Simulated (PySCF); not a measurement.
1-fluorobutane (C₄H₉F), SMILES C(CF)CC.

The structure is a stationary point at r2SCAN-D4/def2-SVP. One conformer was computed; it need not be the lowest.

Two levels are set side by side: PBE/def2-TZVP (PySCF) and M06-2X/def2-TZVP (PySCF). Same geometry, gas phase. Differences are taken from unrounded values.

| quantity | PBE |
|---|---|
| orbital gap (eV) | 7.95 |
| highest occupied level (eV) | -7.49 |
| lowest empty level (eV) | 0.46 |
| dipole moment (D) | 1.61 |
| mean polarisability (bohr³) | 53.1 |

**Question.** These are the PBE values. What does M06-2X give? (Estimate from the structure and the level; the computed values follow.)

**Answer.** 
```csv
quantity,M06-2X,PBE minus M06-2X
orbital gap (eV),12.32,-4.36
highest occupied level (eV),-10.45,2.96
lowest empty level (eV),1.87,-1.40
dipole moment (D),1.79,-0.18
mean polarisability (bohr³),50.7,2.5
```

PBE's occupied levels lie high since its potential decays too fast outside the molecule; exact exchange lowers them and widens the gap. PBE's more diffuse valence density responds more strongly to a field. Differences between two approximate levels are no errors against the true value.

Rough cost on one machine, each run with all the roots and properties that it gave: M06-2X against PBE about 4 times.
